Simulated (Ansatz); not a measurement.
Mulliken charges of `FC1OB1Cl` from PBE/def2-TZVPP in Ansatz (PBE0-D4/def2-TZVP geometry).

| atom | x (Å) | y (Å) | z (Å) | charge (e) |
| --- | --- | --- | --- | --- |
| F1 | -0.276 | -1.631 | 0.653 | -0.158 |
| C2 | -0.007 | -0.311 | 0.618 | 0.188 |
| O3 | 1.091 | 0.018 | -0.302 | -0.160 |
| B4 | -0.112 | 0.467 | -0.667 | 0.083 |
| Cl5 | -0.812 | 1.324 | -1.969 | -0.070 |
| H6 | 0.158 | 0.069 | 1.621 | 0.116 |

Problem. By hand: the dipole of these point charges (1 e Å = 4.8032 D).

Solution. Σ q r = (-0.066, 0.150, 0.332) e Å, of length 0.370 e Å = 1.78 D.

Problem. How does the dipole of the full density compare? (An estimate is asked.)

Solution. The calculation gave: (-0.114, 0.241, 0.106) e Å, 1.38 D; the point charges give 1.29 times that, at 42° from its direction.

Point charges leave out the atoms' own dipoles, such as those of lone pairs, and Mulliken's split depends on the basis, so the two needn't agree.
